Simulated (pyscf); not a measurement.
`[NH2][SiH]([OH])[F]`, singlet

Gas-phase minimum from PySCF at ωB97X-D3(BJ)/def2-SVP, one conformer. 

```
Si
F 1 1.6259
O 1 1.6505 2 111.97
H 3 0.9637 1 115.51 2 71.79
N 1 1.7138 2 103.94 3 119.40
H 5 1.0136 1 122.14 2 -179.39
H 5 1.0141 6 111.95 1 153.83
H 1 1.4771 2 107.00 5 126.15
```
Charge 0, spin multiplicity 1.

Properties at ωB97X-D3(BJ)/def2-SVP:

```json
{
  "harmonic_wavenumbers_unscaled": "170, 253, 291, 343, 384, 414, 758, 795, 833, 856, 918, 949, 1001, 1544, 2332, 3630, 3729, 3923 cm⁻¹",
  "zero_point_energy": "33.1 kcal/mol",
  "rotational_symmetry_number": "1",
  "Entropy of this conformer at 298 K and 1 atm, rigid rotor and harmonic oscillator, modes under 100 cm⁻¹ raised to 100": "310.0 J/(mol K)",
  "dipole_moment": "2.74 D"
}
```

Single-point totals, which compare only within one level (frozen core for MP2 and CC):

```csv
level,total energy (hartree)
ωB97X-D3(BJ)/def2-TZVP,-522.04883
PBE/def2-TZVP,-521.59267
r²SCAN/def2-TZVP,-521.85618
B3LYP-D3(BJ)/def2-TZVP,-522.02216
PBE0-D3(BJ)/def2-TZVP,-521.62938
M06-2X/def2-TZVP,-521.88697
ωB97M-D3(BJ)/def2-TZVP,-522.08031
HF/def2-TZVPP,-520.29625
MP2/def2-TZVPP,-521.12349
CCSD/def2-TZVPP,-521.14189
CCSD(T)/def2-TZVPP,-521.16959
```

Soft torsions are taken as harmonic, which can shift the entropy by several J/(mol K). The CCSD(T) − MP2 part came from Ansatz, without density fitting, on the same reference.
